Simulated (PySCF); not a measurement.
**Au: ionisation energy**

Au [Xe] 4f14 5d10 6s1 (2S) → Au⁺ [Xe] 4f14 5d10 (1S), as a difference of total energies. Calculation: PySCF 2.14, in aug-cc-pVTZ-PP with ECP60MDF (6s6p5d3f2g, 88 functions); scalar relativity through the core potential. Correlated levels: valence: 5s2 5p6 frozen. The calculations carry no spin-orbit coupling.

| method | ionisation energy (eV) | error (eV) |
| --- | --- | --- |
| UHF | 7.681 | -1.545 |
| MP2 (valence) | 9.179 | -0.047 |
| SCS-MP2 (valence) | 8.977 | -0.249 |
| CCSD (valence) | 8.919 | -0.307 |
| CCSD(T) (valence) | 9.041 | -0.185 |

Reference: 9.226 eV (measured; NIST Atomic Spectra Database, ionization energies).

Errors of the correlated levels include the incompleteness of this basis and the frozen core.
